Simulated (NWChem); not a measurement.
All runs are NWChem calculations. System: H2S2Si, charge 0, spin multiplicity 1, at a geometry optimised with PBE0/def2-SVP. The structure started from a generated list of species. Level: CCSD(T)/6-31G* (spherical d), 15 core orbitals frozen.

Job file:

```
start mol
memory heap 100 mb stack 700 mb global 1900 mb
geometry units angstroms nocenter noautoz
  Si     0.431025     0.912669     0.000000
  S      1.361868    -1.032420     0.000000
  H      0.279173    -1.847340     0.000000
  S     -1.621771     0.255632     0.000000
  H     -2.155077     1.498594     0.000000
  symmetry group Cs
end
basis spherical
  * library 6-31g*
end
scf
  rhf
  nopen 0
  maxiter 100
  thresh 1e-7
  semidirect memsize 60000000 filesize 0
end
tce
  freeze core 15
  ccsd(t)
  2eorb
  2emet 13
  thresh 1e-6
  maxiter 100
  tilesize 24
end
task tce energy
```

Part of the output:

```
             Northwest Computational Chemistry Package (NWChem) 7.3.0
             --------------------------------------------------------

                                NWChem Input Module
                                -------------------

 Scaling coordinates for geometry "geometry" by  1.889725989
 (inverse scale =  0.529177249)

 Turning off AUTOSYM since
 SYMMETRY directive was detected!

                             Geometry "geometry" -> ""
                             -------------------------

 Output coordinates in angstroms (scale by  1.889725989 to convert to a.u.)

  No.       Tag          Charge          X              Y              Z
 ---- ---------------- ---------- -------------- -------------- --------------
    1 Si                  14.0000     0.43102500     0.91266900     0.00000000
    2 S                   16.0000     1.36186800    -1.03242000     0.00000000
    3 H                    1.0000     0.27917300    -1.84734000     0.00000000
    4 S                   16.0000    -1.62177100     0.25563200     0.00000000
    5 H                    1.0000    -2.15507700     1.49859400     0.00000000

 Effective nuclear repulsion energy (a.u.)     174.7020719639

            Nuclear Dipole moment (a.u.)
            ----------------------------
        X                 Y               Z
 ---------------- ---------------- ----------------
    -0.0000037795     0.0000226767     0.0000000000

      Symmetry information
      --------------------

 Group name             Cs
 Group number              2
 Group order               2
 No. of unique centers     5

      Symmetry unique atoms

     1    2    3    4    5


 Summary of "ao basis" -> "" (spherical)
 ------------------------------------------------------------------------------
       Tag                 Description            Shells   Functions and Types
 ---------------- ------------------------------  ------  ---------------------
 *                           6-31g*                   on all atoms

 Summary of "ao basis" -> "ao basis" (spherical)
 ------------------------------------------------------------------------------
       Tag                 Description            Shells   Functions and Types
 ---------------- ------------------------------  ------  ---------------------
 Si                          6-31g*                  8       18   4s3p1d
 S                           6-31g*                  8       18   4s3p1d
 H                           6-31g*                  2        2   2s

                                 NWChem SCF Module
                                 -----------------

  ao basis        = "ao basis"
  functions       =    58
  atoms           =     5
  closed shells   =    24
  open shells     =     0
  charge          =   0.00
  wavefunction    = RHF
  use symmetry    = T
  symmetry adapt  = T

 Summary of "ao basis" -> "ao basis" (spherical)
 ------------------------------------------------------------------------------
       Tag                 Description            Shells   Functions and Types
 ---------------- ------------------------------  ------  ---------------------
 Si                          6-31g*                  8       18   4s3p1d
 S                           6-31g*                  8       18   4s3p1d
 H                           6-31g*                  2        2   2s

      Symmetry analysis of basis
      --------------------------

        a'         43
        a"         15

 Forming initial guess at       0.1s

      Superposition of Atomic Density Guess
      -------------------------------------

 Sum of atomic energies:       -1084.72513451

      Non-variational initial energy
      ------------------------------

 Total energy =   -1085.344193
 1-e energy   =   -1848.757527
 2-e energy   =     588.711263
 HOMO         =      -0.240979
 LUMO         =      -0.034860

      Symmetry analysis of molecular orbitals - initial
      -------------------------------------------------

  Numbering of irreducible representations:

     1 a'          2 a"

  Orbital symmetries:

     1 a'          2 a'          3 a'          4 a'          5 a'
     6 a'          7 a'          8 a'          9 a'         10 a"
    11 a"         12 a'         13 a'         14 a'         15 a"
    16 a'         17 a'         18 a'         19 a'         20 a'
    21 a"         22 a'         23 a"         24 a'         25 a"
    26 a'         27 a'         28 a'         29 a'         30 a'
    31 a'         32 a'         33 a"         34 a'

 Starting SCF solution at       0.6s

 ----------------------------------------------
         Quadratically convergent ROHF

 Convergence threshold     :          1.000E-07
 Maximum no. of iterations :          100
 Final Fock-matrix accuracy:          1.000E-09
 ----------------------------------------------

              iter       energy          gnorm     gmax       time
             ----- ------------------- --------- --------- --------
                 1    -1085.0798342191  5.76D-01  1.42D-01      0.6
                 2    -1085.1171542628  2.11D-01  6.34D-02      0.6
                 3    -1085.1228778241  1.46D-02  6.10D-03      0.6
                 4    -1085.1229258257  1.12D-04  2.96D-05      0.7
                 5    -1085.1229258282  4.62D-09  1.25D-09      0.8

       Final RHF  results
       ------------------

         Total SCF energy =  -1085.122925828211
      One-electron energy =  -1849.827146145929
      Two-electron energy =    590.002148353847
 Nuclear repulsion energy =    174.702071963870

        Time for solution =      0.2s

       Symmetry analysis of molecular orbitals - final
[...]
   17   -0.9645
   18   -0.6538
   19   -0.5833
   20   -0.5168
   21   -0.4439
   22   -0.4280
   23   -0.3820
   24   -0.3529
   25    0.0250
   26    0.1003
   27    0.1374
   28    0.1616
   29    0.2068
   30    0.3055
   31    0.3678
   32    0.3801
   33    0.3860
   34    0.4718

                       ROHF Final Molecular Orbital Analysis
                       -------------------------------------

 Vector   22  Occ=2.000000D+00  E=-4.279823D-01  Symmetry=a"
              MO Center= -2.4D-01, -1.5D-01, -9.9D-15, r^2= 3.8D+00
   Bfn.  Coefficient  Atom+Function         Bfn.  Coefficient  Atom+Function
  ----- ------------  ---------------      ----- ------------  ---------------
    47      0.463962  4 S  pz                27      0.403015  2 S  pz
    51      0.290428  4 S  pz                31      0.246979  2 S  pz
     9      0.183563  1 Si pz                43     -0.176419  4 S  pz
    23     -0.153189  2 S  pz

 Vector   23  Occ=2.000000D+00  E=-3.820423D-01  Symmetry=a"
              MO Center=  5.2D-02, -4.4D-01,  6.3D-17, r^2= 4.1D+00
   Bfn.  Coefficient  Atom+Function         Bfn.  Coefficient  Atom+Function
  ----- ------------  ---------------      ----- ------------  ---------------
    27      0.508394  2 S  pz                47     -0.454248  4 S  pz
    31      0.344417  2 S  pz                51     -0.309611  4 S  pz
    23     -0.192553  2 S  pz                43      0.171835  4 S  pz

 Vector   24  Occ=2.000000D+00  E=-3.529310D-01  Symmetry=a'
              MO Center=  2.7D-01,  9.3D-01,  7.8D-16, r^2= 3.4D+00
   Bfn.  Coefficient  Atom+Function         Bfn.  Coefficient  Atom+Function
  ----- ------------  ---------------      ----- ------------  ---------------
    10      0.489568  1 Si s                  8      0.381625  1 Si py
     6      0.332945  1 Si s                 45     -0.266020  4 S  px
    26     -0.224369  2 S  py                46     -0.195632  4 S  py
     7      0.189567  1 Si px                49     -0.186183  4 S  px
     2     -0.157940  1 Si s

 Vector   25  Occ=0.000000D+00  E= 2.502530D-02  Symmetry=a"
              MO Center=  3.9D-01,  8.3D-01,  5.0D-15, r^2= 3.8D+00
   Bfn.  Coefficient  Atom+Function         Bfn.  Coefficient  Atom+Function
  ----- ------------  ---------------      ----- ------------  ---------------
    13      0.758117  1 Si pz                 9      0.451317  1 Si pz
    31     -0.299448  2 S  pz                51     -0.296340  4 S  pz
    27     -0.196911  2 S  pz                47     -0.197307  4 S  pz
     5     -0.180573  1 Si pz

 Vector   26  Occ=0.000000D+00  E= 1.002881D-01  Symmetry=a'
              MO Center=  5.0D-01,  6.9D-01,  7.3D-15, r^2= 5.3D+00
   Bfn.  Coefficient  Atom+Function         Bfn.  Coefficient  Atom+Function
  ----- ------------  ---------------      ----- ------------  ---------------
    11      1.179414  1 Si px                28     -0.749639  2 S  s
    48      0.683949  4 S  s                 38      0.613563  3 H  s
    49      0.589266  4 S  px                29      0.318616  2 S  px
    10     -0.303941  1 Si s                  7      0.286153  1 Si px
    12     -0.259724  1 Si py                45      0.194326  4 S  px

 Vector   27  Occ=0.000000D+00  E= 1.374328D-01  Symmetry=a'
              MO Center=  9.0D-02,  5.2D-01, -7.1D-15, r^2= 6.2D+00
   Bfn.  Coefficient  Atom+Function         Bfn.  Coefficient  Atom+Function
  ----- ------------  ---------------      ----- ------------  ---------------
    12      1.347342  1 Si py                10     -1.155859  1 Si s
    30      0.925396  2 S  py                28      0.819826  2 S  s
    49      0.632316  4 S  px                58      0.560844  5 H  s
    50     -0.489234  4 S  py                38      0.448905  3 H  s
     6     -0.286233  1 Si s                 26      0.241322  2 S  py

 center of mass
 --------------
 x =   0.03738820 y =   0.00697419 z =   0.00000000

 moments of inertia (a.u.)
 ------------------
         232.738001045922         182.067354287653           0.000000000000
         182.067354287653         547.477225447675           0.000000000000
           0.000000000000           0.000000000000         780.215226493597

  Mulliken analysis of the total density
  --------------------------------------

    Atom       Charge   Shell Charges
 -----------   ------   -------------------------------------------------------
    1 Si  14    13.48   2.00  2.00  5.97  1.19  1.34  0.59  0.25  0.13
    2 S   16    16.38   2.00  2.00  5.98  1.29  3.03  0.60  1.43  0.05
    3 H    1     0.87   0.49  0.39
    4 S   16    16.39   2.00  2.00  5.98  1.29  3.03  0.60  1.43  0.06
    5 H    1     0.88   0.49  0.39

       Multipole analysis of the density wrt the origin
       ------------------------------------------------

     L   x y z        total         open         nuclear
     -   - - -        -----         ----         -------
     0   0 0 0     -0.000000      0.000000     48.000000

     1   1 0 0     -0.383551      0.000000     -0.000004
     1   0 1 0      0.430482      0.000000      0.000023
     1   0 0 1     -0.000000      0.000000      0.000000

     2   2 0 0    -33.380142      0.000000    282.401409
     2   1 1 0     -0.904159      0.000000    -97.731067
     2   1 0 1     -0.000000      0.000000      0.000000
     2   0 2 0    -29.644506      0.000000    126.486296
     2   0 1 1      0.000000      0.000000      0.000000
     2   0 0 2    -31.115171      0.000000      0.000000

                   NWChem Extensible Many-Electron Theory Module
                   ---------------------------------------------


            General Information
            -------------------
      Number of processors :     1
         Wavefunction type : Restricted Hartree-Fock
          No. of electrons :    48
           Alpha electrons :    24
            Beta electrons :    24
           No. of orbitals :   116
            Alpha orbitals :    58
             Beta orbitals :    58
        Alpha frozen cores :    15
         Beta frozen cores :    15
     Alpha frozen virtuals :     0
      Beta frozen virtuals :     0
         Spin multiplicity : singlet
    Number of AO functions :    58
       Number of AO shells :    28
        Use of symmetry is : on
      Symmetry adaption is : on
         Schwarz screening : 0.10D-09

          Correlation Information
          -----------------------
          Calculation type : Coupled-cluster singles & doubles w/ perturbation
   Perturbative correction : (T)
            Max iterations :      100
        Residual threshold : 0.10D-05
     T(0) DIIS level shift : 0.00D+00
     L(0) DIIS level shift : 0.00D+00
     T(1) DIIS level shift : 0.00D+00
     L(1) DIIS level shift : 0.00D+00
     T(R) DIIS level shift : 0.00D+00
     T(I) DIIS level shift : 0.00D+00
   CC-T/L Amplitude update :  5-th order DIIS
                I/O scheme : Global Array Library
        L-threshold :  0.10D-05
        EOM-threshold :  0.10D-05
 no EOMCCSD initial starts read in
 TCE RESTART OPTIONS
 SLICE:      F
 D4D5:       F
 quantumc:   F
 qrotation:  F
 pwtce:      F
 qducc:      F
 nacto:                         0
 nrotv:                         0
 nrot:                          0

            Memory Information
            ------------------
          Available GA space size is     249033436 doubles
          Available MA space size is     104854164 doubles

 Maximum block size supplied by input
 Maximum block size        24 doubles

 tile_dim =     24

 -------------------------------------------------
   1    alpha     a'     7 doubles       0       1
   2    alpha     a"     2 doubles       7       2
   3    beta      a'     7 doubles       9       1
   4    beta      a"     2 doubles      16       2
   5    alpha     a'    24 doubles      18       5
   6    alpha     a"    10 doubles      42       6
   7    beta      a'    24 doubles      52       5
   8    beta      a"    10 doubles      76       6

 Global array virtual files algorithm will be used

 Parallel file system coherency ......... OK

 4-electron integrals stored in orbital form

 v2    file size   =           708545
 4-index algorithm nr.  13 is used
 imaxsize =       30
 imaxsize ichop =        0


CCSD iterations
 ---------------------------------------------------------
 Iter          Residuum       Correlation     Cpu    Wall
 ---------------------------------------------------------
    1   0.1386793546014  -0.3079874814787     0.1     0.1
    2   0.0421925281289  -0.3411599137190     0.1     0.1
    3   0.0159958960855  -0.3491087747491     0.1     0.1
    4   0.0068357145262  -0.3516190176669     0.1     0.1
    5   0.0031591173003  -0.3525784010621     0.1     0.1
    6   0.0007085925781  -0.3532757729977     0.1     0.1
    7   0.0003776923711  -0.3532540655061     0.1     0.1
    8   0.0002044578159  -0.3532684171117     0.1     0.1
    9   0.0001308334242  -0.3532707751054     0.1     0.1
   10   0.0000787484624  -0.3532745970239     0.1     0.1
   11   0.0000129997785  -0.3532793708479     0.1     0.1
   12   0.0000061183232  -0.3532798845987     0.1     0.1
   13   0.0000036177893  -0.3532800749031     0.1     0.1
   14   0.0000021715215  -0.3532801469899     0.1     0.1
   15   0.0000013638737  -0.3532801642596     0.1     0.1
   16   0.0000002795021  -0.3532801738358     0.1     0.1
 -----------------------------------------------------------------
 Iterations converged
 CCSD correlation energy / hartree =        -0.353280173835755
 CCSD total energy / hartree       =     -1085.476206002046865

 Singles contributions

 Doubles contributions
 CCSD(T)
 Using plain CCSD(T) code
             total no. of tasks           26
 total no. of tasks / no. procs           26
                         wl_min         8000           4.5
                         wl_max      4741632          13.0
        thresh for no. of tasks           26

 CCSD[T]  correction energy / hartree =        -0.012880299814616
 CCSD[T] correlation energy / hartree =        -0.366160473650371
 CCSD[T] total energy / hartree       =     -1085.489086301861562
 CCSD(T)  correction energy / hartree =        -0.012326519910006
 CCSD(T) correlation energy / hartree =        -0.365606693745761
 CCSD(T) total energy / hartree       =     -1085.488532521956813

 Task  times  cpu:        6.5s     wall:        6.5s

 Total times  cpu:        6.5s     wall:        6.5s
```
